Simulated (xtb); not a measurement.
Species: C$_{2}$H$_{4}$OSe, SMILES `CC(=O)[SeH]` (charge 0, multiplicity 1).

Question: Give a relaxed geometry from xtb with GFN2-xTB.

Answer: This is not unique; one that fits is the end point of this relaxation, one of several conformers (outside a Z-matrix the atoms follow the SMILES, hydrogens last).
Z-matrix (Å, degrees):
```
C
H 1 1.0879
H 1 1.0891 2 109.76
H 1 1.0893 2 109.65 3 -119.11
C 1 1.4937 2 109.59 4 -120.31
O 5 1.1896 1 127.24 2 1.05
Se 5 1.9543 6 118.19 1 -179.84
H 7 1.4517 5 95.45 6 179.93
```
